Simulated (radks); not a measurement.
The numbers below are computed, except where a source is named.
Problem. The mean radii <r> (bohr) of the occupied orbitals of an atom or ion are listed with their occupations. Level of theory: non-relativistic Kohn-Sham, PBE, spin-polarised, spherical densities, point nucleus (a radial shooting solver on a logarithmic mesh with Libxc functionals).

orbital  occ.      <r>
1s          2  0.01845
2s          2  0.07644
2p          6  0.06449
3s          2   0.1778

Name the element and its charge. Open shells, if any, are filled with parallel spins first.

Solution. Z = 82, lead, charge +70: Pb70+ in [Ne] 3s2. The 1s radius gives Z: for a bare nucleus <r> = 1.5/Z, 0.01829 bohr for Z = 82, and screening makes it slightly larger (0.01845 here). The occupations add up to 12, and the charge is Z minus that.
